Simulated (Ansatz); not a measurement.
## Ansatz (development build ahead of 0.2.0) run

```yaml
crystal:
  periodic: [false, false, false]
  atoms:
    - { symbol: Lu, position_ang: [0.0, 0.0, 0.0] }
    - { symbol: O, position_ang: [0.0, 0.0, 1.79] }
basis:
  gaussian: { orbitals: def2-SVP }
magnetization:
  spin_polarized: true
  initial_magnetization: 1
hamiltonian:
  xc: hf
scf:
  omitted_lower_state_checks: [starts, atomic_configurations, cluster_reference, orbital_swaps, given_window_search, neighbouring_geometries, increment]
```

The input is written out in the form of the current development build from the run's settings. The basis set brings a core potential for Lu, so the total leaves out those core electrons.

Output:

```
Converged                       : yes
Total energy                    : -1307.20845 hartree
Spin squared of the determinant : 0.754
Stability test                  : minimum
```

Caution: no wide search was run, a lower solution can exist.
